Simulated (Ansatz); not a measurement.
`C[CH2][AlH][OH]` + H₂ → `[CH3][AlH][OH]` + CH₄ at 700 K and 1 bar (hydrogenolysis of a C–C bond).

Calculated with Ansatz (gas phase, PBE0-D4/def2-TZVP geometries, no zero-point term in ΔE). CCSD(T)/CBS adds triple-zeta CCSD(T) − MP2 to the extrapolated MP2 energy (def2 sets, frozen cores). This one scheme is used for every species. One conformer a species, not always the lowest.

```
          species  CCSD(T)/CBS energy (Eh)  H − E (kJ/mol)  S (J/(mol·K))
`C[CH2][AlH][OH]`               -397.56357           299.2          448.9
               H₂                 -1.17544            46.8          155.3
 `[CH3][AlH][OH]`               -358.31021           207.1          395.2
              CH₄                -40.46206           145.9          224.0
```

H − E and S are ideal-gas, rigid-rotor, harmonic terms from PBE0-D4/def2-TZVP, for one conformer and one mirror image of each species. The MP2-based limit puts H₂ 0.8 mEh under its directly extrapolated value; such offsets cancel only in part. 1 Eh = 2625.50 kJ/mol, R = 8.31446 J/(mol·K).

Task: By hand: ΔE, ΔH, ΔS and ΔG.

Result: ΔE = (-358.31021) + (-40.46206) − (-397.56357) − (-1.17544) = -0.03326 Eh = -87.3 kJ/mol. Δ(H − E) = 207.1 + 145.9 − 299.2 − 46.8 = 7.0, so ΔH = -80.3 kJ/mol. ΔS = 395.2 + 224.0 − 448.9 − 155.3 = 15.0 J/(mol·K). ΔG = -80.3 − 700 × (15.0)/1000 = -90.8 kJ/mol.

Task: By hand: the equilibrium constant, and the temperature at which ΔG would vanish if ΔH and ΔS stayed fixed.

Result: log₁₀ K = −ΔG/(RT ln 10) = 6.8. ΔH and −TΔS have one sign here, so there is no such temperature.

ΔH outweighs TΔS. A doubt of 5 kJ/mol in ΔE shifts log₁₀ K by 0.4 here. Other conformers and mirror images would add mixing entropy, several J/(mol·K) or more a flexible species. Modes under 60 cm⁻¹, often nearly free rotors, make the harmonic entropy too high. These are equilibria of isolated gas molecules and say nothing of rates. Largest T1 diagnostic: 0.011 (customary marks: 0.02 for closed shells, 0.045 for open ones).
